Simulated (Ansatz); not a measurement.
**GeSiNH7 (SMILES [SiH3][NH][GeH3]): the electronic atomisation energy, rung by rung**

The species is GeSiNH7 (10 atoms), meant as a singlet with charge 0. SMILES: `[SiH3][NH][GeH3]`. The coordinates come from a PBE0-D4/def2-TZVP relaxation.

Each level gives the electronic atomisation energy (eV). The values are calculated. Electronic energies at fixed atoms, without zero-point motion or spin-orbit coupling.

```tsv
level	kind	program	value (eV)	CPU time (all runs)
HF/def2-SVP	Hartree–Fock	Ansatz	21.90	4 s
SVWN5/def2-SVP	LDA	Ansatz	33.71	7.4 s
BLYP/def2-SVP	GGA	Ansatz	29.47	11 s
revPBE/def2-SVP	GGA	Ansatz	28.89	11 s
r2SCAN/def2-SVP	meta-GGA	Ansatz	29.96	29 s
PBE0/def2-SVP	global hybrid	Ansatz	29.60	13 s
CAM-B3LYP/def2-SVP	range-separated hybrid	Ansatz	30.20	13 s
MP2/def2-SVP	perturbation theory	Ansatz	28.06	4.8 s
CCSD/def2-SVP	coupled cluster or CI	Ansatz	28.11	24 s
```

All-electron rows without a relativistic Hamiltonian named are non-relativistic. The values span 21.90 to 33.71 eV. In the correlated wave-function rows the outer d shell of Ge is correlated, in sets not made for it. CPU times are rough (shared hosts, several kinds of processor): they show what a rung costs within a factor of a few.
